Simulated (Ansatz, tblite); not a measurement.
Cost and result up the ladder for GeCl2H2 (GeH₂Cl₂) (5 atoms). The state is a singlet with charge 0. Geometry: r2SCAN-D4/def2-TZVP.

```
atom    x (Å)    y (Å)    z (Å)
 Ge1   0.1625   0.0687  -0.0175
 Cl2  -1.6456   1.1764   0.2841
 Cl3  -0.3284  -2.0154  -0.0715
  H4   1.0745   0.3123   1.1821
  H5   0.7369   0.4580  -1.3772
```

Ansatz on 4 threads of Intel Xeon on a shared host; xTB runs through tblite on one thread. Times are rough, summed over both states, and most runs start from the orbitals of an earlier one. PBE0-D4/def2-TZVP serves as the yardstick here, not as an exact answer. The other state is a triplet.

The xTB rows come from tblite.

xTB has no spin-polarisation term.

```tsv
level	functions	wall time
GFN1-xTB	31	0.008 s
GFN2-xTB	29	0.008 s
PBE-D4/def2-TZVP	134	2 s
r2SCAN-D4/def2-TZVP (with forces)	134	4.6 s
PBE0-D4/def2-TZVP	134	5.8 s
```

Problem. Estimate what each level gives for the vertical triplet (eV).

Solution. 
```json
{"level": "GFN1-xTB", "vertical triplet (eV)": "7.37", "difference from PBE0-D4/def2-TZVP (eV)": "0.93"}
{"level": "GFN2-xTB", "vertical triplet (eV)": "7.00", "difference from PBE0-D4/def2-TZVP (eV)": "0.56"}
{"level": "PBE-D4/def2-TZVP", "vertical triplet (eV)": "5.81", "difference from PBE0-D4/def2-TZVP (eV)": "-0.63"}
{"level": "r2SCAN-D4/def2-TZVP (with forces)", "vertical triplet (eV)": "6.14", "difference from PBE0-D4/def2-TZVP (eV)": "-0.29"}
{"level": "PBE0-D4/def2-TZVP", "vertical triplet (eV)": "6.44", "difference from PBE0-D4/def2-TZVP (eV)": "0.00"}
```
